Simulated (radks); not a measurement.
Spherical quantum dot in the effective-mass picture: electrons in a hard-walled sphere of radius 1.56, all in effective atomic units (hartree* = m*/eps^2 hartree, bohr* = eps/m* bohr), one dielectric constant everywhere. Method: non-relativistic Kohn-Sham, PBEsol, spin-polarised, spherical densities; computed with a radial shooting solver with Libxc functionals. Levels are named by radial order and angular momentum (1s, 1p, 1d, 2s, ...), and open shells are averaged over m. Results are scaled to m* = 0.544 and eps = 9.3, for which hartree* = 171.2 meV and bohr* = 0.9047 nm.

N = 26, configuration 1s2 1p6 1d10 2s(up 1, down 0) 1f(up 7, down 0). This is the lowest configuration that the search found. Occupied and some empty levels:

| level | occupation | eigenvalue (meV) | <r> (nm) |
|---|---|---|---|
| 1s up | 1 | 4171.2 | 0.8644 |
| 1s down | 1 | 4210.4 | 0.8652 |
| 1p up | 3 | 4404.5 | 0.9332 |
| 1p down | 3 | 4443.0 | 0.9317 |
| 1d up | 5 | 4765.8 | 0.9807 |
| 1d down | 5 | 4805.6 | 0.9793 |
| 1f up | 7 | 5238.5 | 1.017 |
| 2s up | 1 | 5254.1 | 0.6494 |
| 1f down | 0 | 5279.8 | 1.016 |
| 2s down | 0 | 5316.4 | 0.6572 |
| 1g up | 0 | 5813.6 | 1.046 |
| 1g down | 0 | 5856.0 | 1.045 |
| 2p up | 0 | 5917.9 | 0.7418 |
| 2p down | 0 | 5960.3 | 0.7463 |
| 2d up | 0 | 6680.7 | 0.8050 |
| 2d down | 0 | 6715.1 | 0.8068 |

Energy (meV): total 76457.0, kinetic 31519, external 0, Hartree 49740, exchange-correlation -4801.5.
